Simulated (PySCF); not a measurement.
Species: C6H15NOSi.
SMILES: `CC(=O)N[SiH2]C(C)(C)C`

Torsions of this conformer, `[CH3:1][C:2](=[O:3])[NH:4][SiH2:5][C:6]([CH3:7])([CH3:8])[CH3:9]`: C1–C2–N4–Si5 180°, C2–N4–Si5–C6 180°, N4–Si5–C6–C7 60°.

The closed-shell ground state was solved at several levels (PySCF, density fitting, gas phase, non-relativistic). One conformer (not necessarily the lowest) at the PBE0-D3(BJ)/def2-SVP geometry, without solvent, vibrations or thermal averaging.

```tsv
level	basis functions	HOMO (eV)	LUMO (eV)	gap (eV)	dipole (D)
PBE0/pcSseg-1	235	-7.47	0.46	7.93	3.95
B3LYP/pcSseg-1	235	-7.19	0.21	7.40	3.90
```

Task: What might CAM-B3LYP/def2-SVPD (307 basis functions) give for the same quantities?

Result: HOMO -9.00 eV, LUMO 0.83 eV, gap 9.83 eV, dipole 4.03 D.

Task: Over all these levels, which gives the widest orbital gap and which the narrowest?

Result: CAM-B3LYP/def2-SVPD (range-separated hybrid) has the widest, 9.83 eV, and B3LYP/pcSseg-1 (global hybrid, 20 % exact exchange) the narrowest, 7.40 eV. Functional and basis both differ between the two, so the spread mixes both effects.

Task: How far do the dipole and the HOMO energy spread over the levels?

Result: The dipole runs from 3.90 to 4.03 D (mean 3.96 D) and the HOMO from -9.00 to -7.19 eV.
